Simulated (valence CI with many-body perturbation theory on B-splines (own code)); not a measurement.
**Xe39+ in brief**

Method: valence CI with perturbative core correlation (CI+MBPT): five valence electrons over a frozen Dirac-Fock core [Ne], a basis of 9 s, 9 p, 8 d, 6 f, 3 g, 1 h functions for each j, with the one-electron correlation potential Σ1, the two-electron term Σ2, the three-electron term Σ3, Breit, model QED; selected CI, second order for the rest, scaled by the run's own slope (own B-spline code, finite nucleus).

The last digits are not significant, and no measured levels were compared; by estimate large intervals hold to a few tenths of a per cent, small ones and those within an open d or f shell to about a per cent. Among the levels kept, up to 2000 cm⁻¹ of a level comes from second order outside the variational space, and about a tenth of that is noise between levels of different J, which matters for small intervals.

Levels are named by their leading jj configuration (3d3/2^4 stands for four electrons in 3d with j = 3/2), which in mixed levels can hold well under half, so a name can repeat and another be missing.

Rates and lifetimes use the calculated energies. Strong lines usually hold to 10 to 20 %, long lifetimes can be off by a factor of two.

(1) What is the ground level?

(2) Among levels below 326.80 eV, which E1 lines absorb most strongly from the ground level?

(3) Name the longest-lived excited levels whose lifetime is computed, and their main decay.

(4) What are the static dipole polarisabilities of the lowest levels?

(5) What is the ionisation energy?

(6) Where does the other parity begin?

(7) How well does LS coupling describe the low levels?

Results:

(1) (3s^2 3p1/2^2 3p3/2) J=3/2, composition 44 % 3s²3p³ ²P° + 30 % 3s²3p³ ⁴S° + 25 % 3s²3p³ ²D°, g = 1.399.

(2) to (3s^2 3p1/2 3p3/2 3d3/2) J=3/2 at 4.875 nm, f = 0.276; to (3s^2 3p1/2 3p3/2 3d3/2) J=5/2 at 4.962 nm, f = 0.250; to (3s^2 3p1/2 3p3/2 3d3/2) J=1/2 at 4.879 nm, f = 0.0974.

(3) (3s^2 3p1/2 3p3/2^2) J=5/2 at 79.26 eV lives 1.39 μs, mostly by M1 to (3s^2 3p1/2^2 3p3/2) J=3/2; (3s^2 3p1/2 3p3/2^2) J=1/2 at 89.32 eV lives 335 ns, mostly by M1 to (3s^2 3p1/2^2 3p3/2) J=3/2; (3s^2 3p1/2 3p3/2^2) J=3/2 at 71.10 eV lives 260 ns, mostly by M1 to (3s^2 3p1/2^2 3p3/2) J=3/2. The lifetime of (3s^2 3p1/2 3p3/2 3d5/2) J=9/2 is too uncertain to give, and may be longer.

(4) (3s^2 3p1/2^2 3p3/2) J=3/2 0.0127 (tensor 0.0010); (3s^2 3p1/2 3p3/2^2) J=3/2 0.0142 (tensor 0.00023) bohr³, of which the core gives 0.000189.

(5) 2812.9 eV; NIST lists 2811 ± 4 eV (theoretical).

(6) At (3s^2 3p1/2^2 3d3/2) J=3/2, 151.66 eV.

(7) Among the lowest 20 levels the leading LS term, summed over configurations, holds 52 % on average. For single configurations the figures are 47 % in LS and 84 % in jj coupling. Terms mix most in the J = 3/2 level at 223.29 eV, where the leading one holds 30 %.
